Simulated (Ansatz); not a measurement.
Cl₂F₂H₂SSi₂, SMILES `F[SiH](F)S[SiH](Cl)Cl`. Charge 0, multiplicity 1.

Cartesian coordinates in Å:
```
F 0.923 1.719 -1.368
Si -0.442 0.918 -1.330
F -1.308 1.590 -0.187
S -0.113 -1.124 -0.914
Si 0.436 -0.938 1.137
Cl -1.190 -1.118 2.344
Cl 1.730 -2.454 1.539
H -1.120 1.051 -2.627
H 1.084 0.356 1.406
```

(1) Give the diagnostics of a CCSD(T)/def2-TZVPP run (frozen core, Ansatz). (Best estimate.)

Results:

(1) Ansatz gave: T1 = 0.0111, largest single amplitude 0.014, largest double 0.014, (T) share of the correlation energy 3.7 %, 9 CCSD cycles. The RHF solution is stable towards an unrestricted one. T1 lies under the customary mark of 0.02 for closed shells.
